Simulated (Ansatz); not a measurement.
The cluster Na2S2⁻ was relaxed with r2SCAN-D4 (def2-TZVPD) in Ansatz in these states: charge -1 doublet, charge -1 quartet. The geometries follow in no particular order.

A:

Cartesian coordinates in Å:
```
Na 0.947 0.848 -0.781
Na -0.899 -1.002 0.642
S 1.579 -0.555 1.327
S -1.627 0.709 -1.188
```

B:

```xyz
4

Na   -0.9494    1.3433   -0.2621
Na    0.9578   -1.3623    0.0193
S     1.7511    1.2432    0.0854
S    -1.7595   -1.2242    0.1573
```

Problem. Judge from the bond lengths which geometry belongs to which state (an estimate).

Solution. A is the charge -1 doublet (Na1–Na2 2.975 Å, Na2–S4 2.609 Å, Na1–S3 2.610 Å); B is the charge -1 quartet (Na1–Na2 3.322 Å, Na2–S4 2.724 Å, Na1–S3 2.725 Å).

At r2SCAN-D4/def2-TZVPD the highest occupied level of the charge -1 quartet lies above zero (up to 0.79 eV). The electron is either unbound and held by the finite basis, or the level is raised by self-interaction error.
